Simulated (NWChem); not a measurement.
BiH3; SMILES [BiH3]

Computed with NWChem. The geometry was optimised at PBE0-D3(BJ)/def2-TZVP. def2 effective core potentials on Bi; no spin-orbit coupling. Vertical excitations in the gas phase; the lowest state need not have the same character in each row.

```json
[
 {"level": "PBE/def2-SVP, full TDDFT", "lowest excitation, singlet (eV)": "6.42", "oscillator strength of that lowest state": "0.045", "orbital gap (eV)": "5.91"},
 {"level": "B3LYP/def2-SVP, full TDDFT", "lowest excitation, singlet (eV)": "6.54", "oscillator strength of that lowest state": "0.056", "orbital gap (eV)": "7.26"},
 {"level": "Hartree-Fock/def2-SVP, TDHF", "lowest excitation, singlet (eV)": "…", "oscillator strength of that lowest state": "…", "orbital gap (eV)": "…"},
 {"level": "BHandHLYP/def2-SVP, full TDDFT", "lowest excitation, singlet (eV)": "6.75", "oscillator strength of that lowest state": "0.080", "orbital gap (eV)": "9.35"}
]
```

Some entries are withheld; supply them.


- Hartree-Fock/def2-SVP, TDHF, lowest excitation, singlet (eV): 7.01
- Hartree-Fock/def2-SVP, TDHF, oscillator strength of that lowest state: 0.136
- Hartree-Fock/def2-SVP, TDHF, orbital gap (eV): 12.79
